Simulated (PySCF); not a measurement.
## Correlation energy of Dy²⁺ (dysprosium, charge +2)

[Xe] 4f9 6s1, 6s spin antiparallel (an excited configuration). All numbers are calculated (PySCF 2.14, scalar relativity by spin-free X2C-1e, in cc-pVDZ-X2C (8s7p5d3f1g, 84 functions)). Frozen: [Kr] 4d10; 18 electrons correlated.

MP2 pair energies summed by pair of shells (mhartree):

| pair | energy | share (%) |
| --- | --- | --- |
| 4f-4f | -190.27 | 34.4 |
| 4f-5p | -152.77 | 27.7 |
| 5p-5p | -117.36 | 21.2 |
| 4f-5s | -30.11 | 5.4 |
| 5s-5p | -28.99 | 5.2 |
| 5p-6s | -19.04 | 3.4 |
| 4f-6s | -7.33 | 1.3 |
| 5s-5s | -5.66 | 1.0 |
| 5s-6s | -1.00 | 0.2 |

Total MP2 correlation energy: -552.52 mhartree.

Same-spin part -227.43 and opposite-spin part -325.10 mhartree; SCS-MP2 scales them by 1/3 and 6/5 to -465.93 mhartree.

The reference is one real determinant that mixes LS terms of this configuration.
